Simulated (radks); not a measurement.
Results of a calculation; reference values are marked as such.
Task: The sulfur anion S2-, [Ar], held by a Watson sphere: a shell of charge +2 at radius R that stands for the Madelung well of a crystal (potential energy -2/R inside, -2/r outside, in hartree with lengths in bohr). Level of theory: scalar-relativistic Kohn-Sham, LDA (Slater exchange, Perdew-Wang correlation), spin-polarised, spherical densities, point nucleus (a radial shooting solver on a logarithmic mesh with Libxc functionals). Response by self-consistent Sternheimer equations with the Hartree and adiabatic LDA kernel, the relativistic mass of each level held fixed and spin-orbit coupling left out. The sphere does not respond.

R (bohr)  e(2p) (eV)  e(3s) (eV)  e(3p) (eV)  <r> 3p (bohr)  sum of <r^2> (bohr^2)  X-ray form factor at sin(theta)/lambda = 0.1 1/angstrom  alpha (bohr^3)
2.41         -153.26     -17.260      -7.684          2.176                  43.28                                                   15.371           29.66
2.47         -153.23     -17.092      -7.557          2.191                  43.84                                                   15.346           30.73
3.17         -152.80     -15.396      -6.131          2.352                  50.08                                                   15.094           46.56
3.25         -152.73     -15.231      -5.980          2.368                  50.77                                                   15.070           48.79
3.93         -152.13     -14.034      -4.827          2.496                  56.39                                                   14.893           72.04
4.1          -151.97     -13.784      -4.574          2.525                  57.75                                                   14.857           79.21
4.31         -151.78     -13.497      -4.281          2.559                  59.43                                                   14.816           88.95

Estimate the row for R = 3.13 bohr.

Result: e(2p) (eV) -152.83; e(3s) (eV) -15.481; e(3p) (eV) -6.208; <r> 3p (bohr) 2.343; sum of <r^2> (bohr^2) 49.74; X-ray form factor at sin(theta)/lambda = 0.1 1/angstrom 15.107; alpha (bohr^3) 45.47.
